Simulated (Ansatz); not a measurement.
The cluster SeS2⁻. Total charge -1; doublet. Geometry PBE0-D4/def2-TZVP, that of the neutral singlet; atoms count from 1.

Cartesian coordinates in Å:
```
S -0.1192 -1.5010 -0.7999
S 0.1516 0.3699 -0.5541
Se -0.0324 1.1311 1.3539
```

The structure comes from a short search, and lower isomers may exist.

Estimate the Mulliken populations from the PBE0/def2-TZVPD orbitals of Ansatz.


| atom | charge (e) | spin (α − β) |
| --- | --- | --- |
| S1 | -0.51 | 0.33 |
| S2 | 0.03 | 0.34 |
| Se3 | -0.52 | 0.32 |
Mulliken values depend strongly on the basis. With diffuse functions, as here, like atoms can get unlike values, and bond orders can come out too low or too high.

Where does the spin sit?

Summed by element: S 0.68, Se 0.32, of 1 unpaired in all. Largest on single atoms: S2 0.34, S1 0.33, Se3 0.32.

And the Mayer bond orders between heavy atoms (over 0.3)?

S1–S2 1.38 (1.91 Å); S2–Se3 1.31 (2.06 Å).
